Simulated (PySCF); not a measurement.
Property card for `[CH2]=[Ta]([Cl])([Cl])[Cl]` (Ta(CH2)Cl3)

Compound: Ta(CH2)Cl3, CH₂Cl₃Ta (singlet state).
Geometry (PBE0-D3(BJ)/def2-SVP, Å), atoms numbered from 1 in this order:
```xyz
7
CH2Cl3Ta angstrom
Ta     0.0064    0.0782   -0.7186
C      0.0609   -0.0132    1.1794
H     -0.7705    0.3740    1.7899
H      0.8645   -0.4966    1.7550
Cl     2.1827    0.0198   -1.4050
Cl    -1.2822    1.8999   -1.2170
Cl    -1.0617   -1.8621   -1.3837
```

From PBE0-D3(BJ)/def2-SVP geometry optimisation, gas phase, def2 core potentials past Kr (PySCF):

* Point group: Cs
* Rotational constants A, B, C: 1.528, 1.384, 0.984 GHz

**PBE0/def2-SVPD ground state and vertical TDDFT (core frozen in the response) (PySCF)**

- Dipole moment: 0.96 D
- HOMO energy: -7.09 eV
- LUMO energy: -2.95 eV
- HOMO–LUMO gap: 4.14 eV
- Lowest singlet excitation: 2.40 eV (517 nm, f = 0.003)
- Strongest line among the 10 lowest singlet transitions: S7 at 5.49 eV (226 nm, f = 0.050)
- Lowest triplet excitation (Tamm–Dancoff): 2.07 eV
- Static isotropic polarisability: 96.7 au

PBE0/pcSseg-1 (def2-TZVP on Ta) ground state and GIAO shieldings (PySCF):

* Lowest Mulliken atomic charge: -0.45 e on C2
* Highest Mulliken atomic charge: +0.84 e on Ta1
* 13C chemical shifts (computed TMS as zero) by class: 220.1 (C2) ppm
* 1H chemical shifts (computed TMS as zero) by class: 10.42 (H3/H4) ppm
* Mayer bond orders between heavy atoms: Ta1–C2 1.99, Ta1–Cl5 1.18, Ta1–Cl6 1.18, Ta1–Cl7 1.12

Monoisotopic mass from the formula: 299.8702 u.

With B = h/(8π²I), that is 505.379 GHz u Å² over I, the principal moments of inertia are 330.7, 365.1 and 513.8 u Å² (most abundant isotopes). The largest Löwdin shares of the HOMO are 0.42 on C2, 0.29 on Ta1, 0.14 on Cl7 and 0.04 on H3. The vertical singlet–triplet gap S1 − T1 is 0.33 eV (TDDFT singlet less Tamm–Dancoff triplet; S1: HOMO→LUMO, weight 0.99; T1: HOMO→LUMO, weight 0.98). The principal polarisabilities are 94.0, 97.8 and 98.5 au; their mean is the isotropic value. In atomic units the dipole is 0.38 e·bohr (1 au = 2.5417 D). The polarisability is 14.34 Å³ as a volume (1 au = 0.148185 Å³). The largest Löwdin shares of the LUMO are 0.68 on Ta1, 0.09 on Cl5, 0.08 on Cl6 and 0.07 on Cl7. S1 lies 1.74 eV below the HOMO–LUMO gap; its leading configuration is HOMO→LUMO, weight 0.99.

Geometry: PBE0-D3(BJ)/def2-SVP; no solvent or vibrations. Atoms past krypton carry effective core potentials; spin–orbit coupling is left out. Atoms bound to Ta lack the heavy atom's spin–orbit term in their shielding, so their NMR values are less reliable. NMR classes are plain means over equivalent atoms (diastereotopic ones count apart unless rotation or inversion swaps them), as if these changed places fast; in this geometry the members of some classes differ.
